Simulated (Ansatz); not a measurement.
Steps of a relaxation of C₂H₄ClSi (`C=C[SiH]Cl`) radical with UKS PBE0-D4/def2-TZVP.

```sh
$ ansatz run in.yaml --threads 4 --pin off --events-out ev --progress --plain --max-ram 10444MiB
```

```yaml
crystal:
  periodic: [false, false, false]
  atoms:
    - {symbol: C, position_ang: [0.661995, 1.055187, -0.665700]}
    - {symbol: C, position_ang: [0.617813, -0.069123, 0.088335]}
    - {symbol: Si, position_ang: [-0.923651, -0.650618, 0.947171]}
    - {symbol: Cl, position_ang: [-1.017709, -2.739135, 1.002115]}
    - {symbol: H, position_ang: [-0.242728, 1.651065, -0.880535]}
    - {symbol: H, position_ang: [1.604577, 1.424611, -1.105351]}
    - {symbol: H, position_ang: [1.554033, -0.625772, 0.279376]}
    - {symbol: H, position_ang: [-2.162131, -0.103416, 0.278790]}
basis:
  gaussian: {orbitals: def2-TZVP}
magnetization: {spin_polarized: true, initial_magnetization: 1}
hamiltonian: {xc: pbe0, dispersion: d4}
relax: {f_tol: 0.005, max_steps: 150}
```

Positions (Å) and forces (eV/Å) along the path, 9 of 9 steps:

```xyz
8
step=1 energy=-22530.3564 eV
C     0.662    1.055   -0.666   -0.034   -0.412    0.276
C     0.618   -0.069    0.088    0.238    0.443   -0.333
Si   -0.924   -0.651    0.947    0.003   -0.190   -0.277
Cl   -1.018   -2.739    1.002    0.020    0.548   -0.052
H    -0.243    1.651   -0.881    0.488   -0.342    0.128
H     1.605    1.425   -1.105   -0.514   -0.207    0.242
H     1.554   -0.626    0.279   -0.477    0.325   -0.123
H    -2.162   -0.103    0.279    0.276   -0.166    0.140
8
step=2 energy=-22530.3981 eV
C     0.656    1.039   -0.660   -0.001   -0.058    0.053
C     0.618   -0.072    0.086    0.052    0.117    0.021
Si   -0.916   -0.633    0.949    0.027   -0.062   -0.164
Cl   -1.012   -2.695    0.979   -0.002    0.061    0.023
H    -0.241    1.626   -0.866    0.130   -0.083    0.021
H     1.585    1.409   -1.095   -0.144   -0.055    0.037
H     1.547   -0.615    0.276   -0.141    0.076   -0.042
H    -2.145   -0.115    0.275    0.079    0.005    0.050
8
step=3 energy=-22530.3992 eV
C     0.655    1.043   -0.646   -0.004   -0.019   -0.108
C     0.623   -0.056    0.108   -0.055   -0.130   -0.026
Si   -0.915   -0.641    0.937    0.023    0.071    0.078
Cl   -1.013   -2.696    0.975    0.008   -0.018   -0.024
H    -0.240    1.619   -0.859   -0.025    0.044    0.017
H     1.571    1.392   -1.114    0.020    0.042    0.041
H     1.544   -0.610    0.275    0.027    0.010    0.042
H    -2.133   -0.107    0.269    0.006   -0.001   -0.020
8
step=4 energy=-22530.4014 eV
C     0.652    1.034   -0.658    0.024    0.049    0.026
C     0.620   -0.066    0.096   -0.021   -0.048    0.013
Si   -0.913   -0.639    0.940    0.029    0.019    0.003
Cl   -1.012   -2.695    0.975   -0.007   -0.012   -0.004
H    -0.241    1.619   -0.860   -0.014   -0.008   -0.026
H     1.574    1.402   -1.101   -0.012   -0.004   -0.007
H     1.545   -0.608    0.280    0.002    0.001   -0.001
H    -2.132   -0.104    0.273   -0.001    0.003   -0.004
8
step=5 energy=-22530.4017 eV
C     0.651    1.031   -0.660    0.024    0.034    0.017
C     0.623   -0.067    0.098   -0.019   -0.033    0.005
Si   -0.910   -0.640    0.942    0.023    0.018    0.009
Cl   -1.019   -2.695    0.963   -0.008   -0.021   -0.003
H    -0.246    1.606   -0.872   -0.019    0.004   -0.012
H     1.572    1.405   -1.097   -0.006   -0.007   -0.014
H     1.550   -0.603    0.287    0.007    0.001    0.007
H    -2.128   -0.094    0.283   -0.003    0.003   -0.009
8
step=6 energy=-22530.4019 eV
C     0.649    1.030   -0.659    0.002   -0.010   -0.007
C     0.626   -0.067    0.101    0.008    0.004    0.003
Si   -0.905   -0.642    0.946   -0.007   -0.001   -0.005
Cl   -1.028   -2.697    0.950    0.002   -0.003    0.001
H    -0.252    1.596   -0.880   -0.001    0.001    0.008
H     1.568    1.406   -1.100   -0.004   -0.002    0.001
H     1.556   -0.596    0.295    0.000    0.005    0.000
H    -2.121   -0.087    0.290    0.001    0.006    0.000
8
step=7 energy=-22530.4020 eV
C     0.648    1.029   -0.659   -0.003   -0.005   -0.005
C     0.627   -0.067    0.103    0.008    0.002    0.001
Si   -0.904   -0.643    0.946   -0.007    0.001    0.003
Cl   -1.029   -2.698    0.946    0.000    0.000   -0.001
H    -0.254    1.592   -0.881   -0.002    0.000    0.005
H     1.566    1.406   -1.100    0.002    0.001   -0.001
H     1.558   -0.593    0.298    0.003    0.001   -0.001
H    -2.119   -0.083    0.291   -0.001    0.000   -0.002
8
step=8 energy=-22530.4020 eV
C     0.647    1.027   -0.660   -0.004    0.001    0.001
C     0.628   -0.067    0.105    0.007   -0.001   -0.002
Si   -0.904   -0.643    0.947   -0.008    0.001    0.003
Cl   -1.031   -2.698    0.943    0.000    0.000    0.000
H    -0.256    1.589   -0.881   -0.002   -0.001    0.001
H     1.564    1.405   -1.102    0.005    0.002   -0.002
H     1.560   -0.592    0.301    0.003   -0.001    0.000
H    -2.117   -0.080    0.292   -0.001    0.000    0.000
8
step=9 energy=-22530.4020 eV
C     0.647    1.027   -0.660   -0.003    0.001    0.001
C     0.629   -0.067    0.105    0.004    0.000   -0.001
Si   -0.904   -0.643    0.947   -0.004    0.000    0.001
Cl   -1.032   -2.698    0.941    0.000    0.000    0.000
H    -0.257    1.588   -0.881    0.000   -0.001    0.000
H     1.564    1.405   -1.102    0.002    0.001   -0.001
H     1.561   -0.591    0.302    0.000   -0.001    0.000
H    -2.116   -0.079    0.292    0.000    0.000    0.000
```

Hardware: 4 threads of an Intel Xeon Platinum 8175M on a shared host. Wall time 27 s, peak host memory 0.47 GiB.
